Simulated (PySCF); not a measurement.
Run record: geometry optimisation, `[Cl][Ni][Cl]` [triplet].

Method: PBE0-D3(BJ)/def2-SVP geometry optimisation, gas phase (PySCF 2.14.0). Start geometry: GFN2-xTB. The input is one job of a driver script: a line of settings, then coordinates in Å.

Input:
```
{"job": {"xc": "PBE0", "basis": "def2-SVP", "d3": "d3bj", "grid": 1, "maxiter": 40, "kind": "geom"}, "charge": 0, "multiplicity": 3}
Ni    -0.000280    -0.000160     0.000290
Cl    -0.015060    -0.019000     1.934770
Cl     0.015340     0.019160    -1.935060
```

Output:
```
step   0  E = -2427.74838237  max force = 0.075498
step   1  E = -2427.76560293  max force = 0.027236
step   2  E = -2427.76885964  max force = 0.007188
step   3  E = -2427.76913024  max force = 0.001026
step   4  E = -2427.76913434  max force = 0.000052
optimisation converged
```

Energies in Eh; «max force» is the largest Cartesian gradient component in Eh/bohr.

Problem. How much energy does the optimisation release, in eV?

Solution. E(step 0) − E(last step) = 0.020752 Eh, which is 0.565 eV.

Problem. Give the first gradient maximum in eV/Å.

Solution. With 1 Eh/bohr = 51.422 eV/Å, 3.882 eV/Å.

In short: final energy -2427.76913 Eh after 4 steps; dipole 0.00 D.

Problem. Estimate the wall time. Hardware: one thread, x86-64 server, on a shared host.

Solution. About 13 s.
Labels such as C1 count atoms from 1, the log's own numbers from 0.

For an open-shell metal species like this, the optimisation's SCF solution wasn't tested for stability and no frequencies at its level were run, so a lower state or another shape may exist.
